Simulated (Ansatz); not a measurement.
The cluster Si4B⁻, relaxed as a singlet with RKS PBE0-D4/def2-SVPD in Ansatz, starting from the GFN2-xTB geometry. Force threshold 0.02 eV/Å.

The structure comes from a short search, and lower isomers may exist.

Start:

```xyz
5

B     0.043    0.485   -0.449
Si    0.013   -1.477   -0.769
Si    0.267   -1.357    1.452
Si    0.670    1.865   -1.480
Si   -0.993    0.485    1.247
```

```
         step  energy (eV)  largest force component (eV/Å)  SCF passes
            1  -32159.8689                           1.394          19
            2  -32160.4832                           0.716          28
            3  -32160.8204                           0.705          27
            4  -32161.1191                           0.845          26
            5  -32161.5142                           0.789          26
            6  -32161.8794                           0.514          26
            7  -32161.9974                           0.705          26
            8  -32162.0154                           0.328          23
 9 (rejected)  -32161.9950                           0.793          23
           10  -32162.0318                           0.071          24
11 (rejected)  -32162.0291                           0.104          22
           12  -32162.0327                           0.030          24
           13  -32162.0329                           0.009          25
```

Force components are those of the run's own axes.

End:

| atom | x (Å) | y (Å) | z (Å) |
| --- | --- | --- | --- |
| B1 | 0.7650 | 0.2324 | 0.1544 |
| Si2 | -0.0491 | -1.1141 | -1.0850 |
| Si3 | 0.2803 | -1.2401 | 1.3470 |
| Si4 | 0.0272 | 1.3355 | -1.2829 |
| Si5 | -1.0235 | 0.7863 | 0.8666 |

Bonds formed: B1–Si3, Si2–Si4, Si4–Si5 (atoms count from 1).

No frequencies were taken in this run, so the end may be a saddle point.

Run time 30 s (4 threads of Arm Neoverse N1 on a shared host).
